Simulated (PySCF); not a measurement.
C6H10, SMILES C=CCC(=C)C.

Coordinates come from a PBE0-D3(BJ)/def2-SVP optimisation. Other conformers were not sampled.

Two levels are set side by side: TDDFT-PBE/def2-SVPD (PySCF) and TDDFT-B3LYP/def2-SVPD (PySCF). Vertical, same geometry. The lowest singlet is HOMO→LUMO 77 %, HOMO→LUMO+1 22 % with PBE and HOMO→LUMO 83 %, HOMO→LUMO+1 15 % with the other functional; states are paired by order. Differences are taken from unrounded values.

```
quantity                               TDDFT-B3LYP
-------------------------------------  -----------
lowest singlet excitation (eV)                5.97
lowest triplet excitation (TDA) (eV)          4.33
first bright state (f over 0.05) (eV)         7.03
its oscillator strength                       0.30
```

### Question
What does TDDFT-PBE give, and how far is it from TDDFT-B3LYP? (Estimate from the structure and the level; the computed values follow.)

### Answer

```json
[
 {"quantity": "lowest singlet excitation (eV)", "TDDFT-PBE": "5.23", "TDDFT-PBE minus TDDFT-B3LYP": "-0.74"},
 {"quantity": "lowest triplet excitation (TDA) (eV)", "TDDFT-PBE": "4.33", "TDDFT-PBE minus TDDFT-B3LYP": "0.00"},
 {"quantity": "first bright state (f over 0.05) (eV)", "TDDFT-PBE": "6.71", "TDDFT-PBE minus TDDFT-B3LYP": "-0.32"},
 {"quantity": "its oscillator strength", "TDDFT-PBE": "0.09", "TDDFT-PBE minus TDDFT-B3LYP": "-0.21"}
]
```

A lower first singlet is the usual sign of a functional without exact exchange. Differences between two approximate levels are no errors against the true value.

Rough cost on one machine, each run with all the roots and properties that it gave: TDDFT-B3LYP against TDDFT-PBE about 4 times.
